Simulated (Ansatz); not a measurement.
Reaction (ligand exchange at a B–C bond): `CBCO` + `[SiH3]N[SiH3]` → `CBN([SiH3])[SiH3]` + CH₃OH

Gas-phase electronic energies from Ansatz, PBE0-D4/def2-TZVP geometries. CCSD(T)/CBS is the MP2 limit (def2-TZVPP, def2-QZVPP) plus CCSD(T) − MP2 in def2-TZVPP, frozen cores. This one scheme is used for every species. Each species was taken in one conformer, which may not be the lowest.

```csv
species,CCSD/def2-TZVPP energy (Eh)
`CBCO`,-180.14822
`[SiH3]N[SiH3]`,-637.00387
`CBN([SiH3])[SiH3]`,-701.65559
CH₃OH,-115.54074
```

Task: Work out ΔE.

Result: ΔE = (-701.65559) + (-115.54074) − (-180.14822) − (-637.00387) = -0.04424 Eh = -1.20 eV. CCSD(T)/CBS gives -1.21 eV.

Largest T1 diagnostic among the species: 0.012.

From BLYP to BHLYP (50 % exact exchange), in def2-TZVPP and without D4, ΔE moves by −0.04 eV. In def2-TZVPP, CCSD(T) changes the Hartree–Fock value by −0.13 eV (the triples alone add −0.03 eV) and MP2 by −0.16 eV.
